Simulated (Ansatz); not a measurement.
Total energies of `O[CH]1[AlH][Al]1[OH]`.

```xyz
9

O    -1.524   -0.702   -1.348
C    -0.417   -0.479   -0.552
Al    0.691   -1.630    0.610
Al    0.522    0.808    0.594
O     0.345    2.458    0.947
H    -1.886    0.143   -1.629
H     0.578   -0.399   -1.162
H     0.767   -3.167    1.029
H     0.925    2.967    1.511
```

The species carries charge 0 and has multiplicity 1. The structure was optimised at the PBE0-D4/def2-TZVP level. It is one conformer, not always the lowest. Basis def2-TZVPP, Ansatz.

RPA on PBE orbitals: Hartree–Fock energy of these orbitals -673.75828 Eh, correlation -1.28909 Eh (frozen core).

```tsv
functional	energy without D4 (Eh)	D4 term (kJ/mol)
LDA (SPW92)	-672.36799	–
PBE	-675.42510	-16.7
revPBE	-675.74041	-45.5
r2SCAN	-675.75248	-4.0
B97M-V	-675.74280	–
PBE0	-675.46654	-14.3
r2SCAN0	-675.71126	-4.8
HSE06 (plane-wave form)	-675.44584	-13.5
BHLYP	-675.79728	-23.4
CAM-B3LYP	-675.83659	-14.8
LC-ωPBE	-675.61049	–
ωB97X-V	-675.75185	–
ωB97M-V	-675.80516	–
PBE-QIDH	-675.25826	–
```

(1) Give the same for BLYP, B3LYP, r2SCANh, B2PLYP. (Estimate.)

B3LYP takes the VWN-RPA correlation (the form of Gaussian; ORCA's B3LYP/G). HSE06 is the plane-wave form, built on full-range PBE exchange. The double hybrids freeze the cores in their second-order part.

Results:

(1) Ansatz gave: 
| functional | energy without D4 (Eh) | D4 term (kJ/mol) |
| --- | --- | --- |
| BLYP | -675.87079 | -36.0 |
| B3LYP | -675.94676 | -27.3 |
| r2SCANh | -675.73545 | -4.3 |
| B2PLYP | -675.53540 | – |

LC-ωPBE has ω = 0.4 bohr⁻¹.
